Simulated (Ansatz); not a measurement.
Reaction (hydrogenolysis of a B–C bond): `CBI` + H₂ → `BI` + CH₄

Calculated with Ansatz (gas phase, PBE0-D4/def2-TZVP geometries, no zero-point term in ΔE). CBS: MP2 limit from def2 TZ/QZ plus the TZ coupled-cluster correction, frozen cores. This one scheme is used for every species. DFT in def2-TZVPP. HSE06 is defined as in plane-wave codes. Elements past krypton have def2 core potentials. For I outer-core shells are correlated without core-valence functions, which leaves a few kJ/mol of doubt a bond.

```json
{"level": "PBE0-D4", "ΔE (kcal/mol)": "-2.4"}
{"level": "HSE06-D4", "ΔE (kcal/mol)": "-2.4"}
{"level": "r2SCAN0", "ΔE (kcal/mol)": "-2.9"}
{"level": "SCS-MP2/def2-TZVPP", "ΔE (kcal/mol)": "-3.9"}
```

Q: What does CCSD(T)/CBS give? (Best estimate.)

A: Ansatz gave: -2.9 kcal/mol. The listed levels differ from it by 0.5, 0.5, 0.0, -1.0 kcal/mol.

Largest T1 diagnostic among the species: 0.012.

Leaving LDA and LC-ωPBE aside and taking each functional with its dispersion term where it has one, the values, not all of them listed here, spread over 3.1 kcal/mol, from BHLYP-D4 to revPBE-D4. LDA lies +2.4 kcal/mol from PBE without D4. At CCSD(T), def2-SVP lies −1.7 kcal/mol from the extrapolated value and def2-TZVPP −0.8 kcal/mol. From BLYP to BHLYP (50 % exact exchange), in def2-TZVPP and without D4, ΔE moves by −0.9 kcal/mol.
